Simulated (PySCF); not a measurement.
C3H6N2Si, SMILES C1=NC[SiH2]N=C1.

The structure is a stationary point at B3LYP-D3(BJ)/def2-SVP. The structure was generated by enumeration, and PubChem lists no compound with its InChIKey, so it may never have been made. One conformer was computed; it need not be the lowest.

Computed with B3LYP-D3(BJ)/def2-SVP (PySCF).

Frequencies are harmonic and unscaled.

Computed vibrational spectrum:
| mode | ν (cm⁻¹) | IR (km/mol) | moving atoms (share of kinetic energy) |
|---|---|---|---|
| 1 | 85 | 1.2 | H 44 %, C 32 %, N 15 %, Si 10 % |
| 2 | 254 | 10.3 | N 45 %, H 30 %, C 24 % |
| 3 | 370 | 9.9 | Si 27 %, N 26 %, H 24 %, C 22 % |
| 4 | 449 | 2.2 | N 54 %, C 27 %, H 12 % |
| 5 | 463 | 4.7 | H 45 %, C 31 %, N 17 % |
| 6 | 525 | 23.5 | H 57 %, Si 15 %, C 14 %, N 14 % |
| 7 | 660 | 7.7 | C 52 %, H 28 %, Si 15 % |
| 8 | 706 | 17.9 | N 45 %, Si 27 %, H 18 %, C 10 % |
| 9 | 724 | 24.6 | H 76 %, N 13 % |
| 10 | 791 | 37.3 | H 64 %, C 25 % |
| 11 | 846 | 15.1 | H 64 %, C 17 %, N 11 %, Si 8 % |
| 12 | 865 | 28.4 | H 70 %, C 20 % |
| 13 | 884 | 103.5 | C 48 %, H 32 %, N 14 % |
| 14 | 915 | 57.9 | C 60 %, N 25 %, H 14 % |
| 15 | 960 | 128.8 | H 95 % |
| 16 | 981 | 1.1 | C 53 %, H 26 %, N 21 % |
| 17 | 1023 | 2.2 | H 55 %, C 42 % |
| 18 | 1190 | 14.4 | H 84 %, C 12 % |
| 19 | 1256 | 4.4 | H 75 %, C 22 % |
| 20 | 1380 | 3.5 | H 82 %, N 12 % |
| 21 | 1395 | 0.8 | H 79 %, C 13 %, N 8 % |
| 22 | 1410 | 6.7 | H 92 % |
| 23 | 1682 | 58.6 | C 55 %, N 44 % |
| 24 | 1746 | 22.1 | C 55 %, N 40 % |
| 25 | 2226 | 118.0 | H 97 % |
| 26 | 2243 | 118.4 | H 97 % |
| 27 | 3005 | 77.7 | H 92 % |
| 28 | 3011 | 5.8 | H 94 % |
| 29 | 3073 | 12.3 | H 91 %, C 9 % |
| 30 | 3082 | 52.8 | H 92 %, C 8 % |
